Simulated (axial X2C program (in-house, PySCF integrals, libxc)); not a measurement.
# PtF with a deliberately poor setting

Computed with an axial X2C code built on PySCF integrals.

Input file and command:
```json
{"zs": [78, 9], "q": 0, "bas": ["dyall-v3z", "dyall-v3z"], "levels": ["PBE0", "HF", "PBEsol", "BHandHLYP"], "cc": false, "r0": 1.87, "npts": 10, "nst": 2, "ntry": 6, "opt": {"nrad": 20, "nth": 10}}
```
```bash
python so2c.py task.json out
```

Keys: zs atomic numbers; q charge; bas basis sets; levels methods; cc coupled cluster on or off; r0 starting distance in Å; npts points on the curve; nst determinants followed; ntry starts of the search; nrad radial grid points; nth angular grid points. HF also brings MP2.

Problem. One numerical setting was spoiled on purpose. Which, and what came out?

Solution. Integration grid too coarse. The grid acts on the functional rows and the state search only. States: spin-free M_S = 1/2, Λ = 0; 2c Ω = 1/2. The apparent results, which are not to be taken for properties of PtF:

```csv
Hamiltonian,level,points converged,Re (Å),ωe (cm⁻¹),De (eV),curve-fit residual (μEh)
spin-free,PBE0,10 of 10,1.823,814,3.54,4.1
spin-free,HF,10 of 10,1.926,547,1.61,0.88
spin-free,MP2,10 of 10,1.874,627,3.59,0.74
spin-free,PBEsol,10 of 10,1.808,891,4.38,4.5
spin-free,BHandHLYP,10 of 10,1.847,713,3.07,2
2c,PBE0,10 of 10,1.820,822,3.51,4.1
2c,HF,10 of 10,1.924,545,1.55,0.73
2c,MP2,10 of 10,1.876,628,3.51,1.7
2c,PBEsol,10 of 10,1.804,900,4.35,4.5
2c,BHandHLYP,10 of 10,1.845,720,3.00,2
```
